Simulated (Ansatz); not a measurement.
Reaction (substitution at a C–C bond): `COCCF` + `C[NH][GaH2]` → `C[N]([GaH2])CF` + `COC`

Computed with Ansatz on PBE0-D4/def2-TZVP structures; ΔE is electronic, products minus reactants. CCSD(T)/CBS adds triple-zeta CCSD(T) − MP2 to the extrapolated MP2 energy (def2 sets, frozen cores). Functionals use def2-TZVPP. HSE06 is defined as in plane-wave codes. For Ga outer-core shells are correlated without core-valence functions, which leaves a few kJ/mol of doubt a bond. Scalar relativity is left out up to krypton. One conformer a species, not always the lowest.

```csv
level,ΔE (kJ/mol)
BLYP-D4,-5.2
HSE06-D4,-1.9
PBE-QIDH,-1.7
SCS-MP2/def2-QZVPP,-2.1
```

Problem. What does CCSD(T)/CBS give? (An estimate is asked.)

Solution. Computed: -0.4 kJ/mol. The listed levels differ from it by -4.8, -1.5, -1.3, -1.7 kJ/mol.

Problem. What do rigid-rotor, harmonic-oscillator terms from PBE0-D4/def2-TZVP frequencies (298.15 K, 1 bar) make of the CCSD(T)/CBS value? (Best estimate.)

Solution. Ansatz gave: ΔZPE = -1.1 kJ/mol, ΔH = -1.3 kJ/mol, ΔS = -11 J/(mol·K), ΔG = +1.9 kJ/mol.

Largest T1 diagnostic among the species: 0.015.

In def2-TZVPP, CCSD(T) changes the Hartree–Fock value by −5.5 kJ/mol (the triples alone add −1.6 kJ/mol) and MP2 by −7.8 kJ/mol. The D4 term adds −3.2 kJ/mol with B3LYP and −1.6 kJ/mol with PBE0; it sums over pairs of atoms, weighted by their polarisabilities, and B3LYP, whose exchange is more repulsive, gets the larger term. Leaving LDA and LC-ωPBE aside and taking each functional with its dispersion term where it has one, the values, not all of them listed here, spread over 5.9 kJ/mol, from revPBE-D4 to ωB97M-V.

CCSD(T)/CBS has its own doubt, a few kJ/mol and more with outer-core shells, so smaller differences from it don't rank the levels.

B3LYP here is the variant with VWN-RPA as its local correlation; programs differ in this.
